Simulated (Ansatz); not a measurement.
`C[SiH](C)C#N` + H₂ → `C[SiH2]C` + `C#N` at 600 K and 1 bar (hydrogenolysis of the Si–C bond).

Program: Ansatz. Geometries: PBE0-D4/def2-TZVP. ΔE: electronic, gas phase. CBS: MP2 limit from def2 TZ/QZ plus the TZ coupled-cluster correction, frozen cores. This one scheme is used for every species.

| species | CCSD(T)/CBS energy (Eh) | H − E (kJ/mol) | S (J/(mol·K)) |
| --- | --- | --- | --- |
| `C[SiH](C)C#N` | -462.17463 | 305.6 | 450.7 |
| H₂ | -1.17544 | 43.9 | 150.8 |
| `C[SiH2]C` | -370.01595 | 290.4 | 379.7 |
| `C#N` | -93.32098 | 64.3 | 228.4 |

H − E and S are ideal-gas, rigid-rotor, harmonic terms from PBE0-D4/def2-TZVP. The MP2-based limit puts H₂ 0.8 mEh under its directly extrapolated value; such offsets cancel only in part. 1 Eh = 2625.50 kJ/mol, R = 8.31446 J/(mol·K).

Problem. By hand: ΔE, ΔH, ΔS and ΔG.

Solution. ΔE = (-370.01595) + (-93.32098) − (-462.17463) − (-1.17544) = 0.01314 Eh = 34.5 kJ/mol. Δ(H − E) = 290.4 + 64.3 − 305.6 − 43.9 = 5.2, so ΔH = 39.7 kJ/mol. ΔS = 379.7 + 228.4 − 450.7 − 150.8 = 6.6 J/(mol·K). ΔG = 39.7 − 600 × (6.6)/1000 = 35.7 kJ/mol.

Problem. By hand: the equilibrium constant, and the temperature at which ΔG would vanish if ΔH and ΔS stayed fixed.

Solution. log₁₀ K = −ΔG/(RT ln 10) = -3.1. ΔG = 0 at ΔH/ΔS = 6015 K, far beyond where these terms or the molecules hold.

The number of gas molecules stays the same, so ΔS is small and ΔH decides. A doubt of 5 kJ/mol in ΔE shifts log₁₀ K by 0.4 here. These are equilibria of isolated gas molecules and say nothing of rates. Largest T1 diagnostic: 0.014 (customary marks: 0.02 for closed shells, 0.045 for open ones).
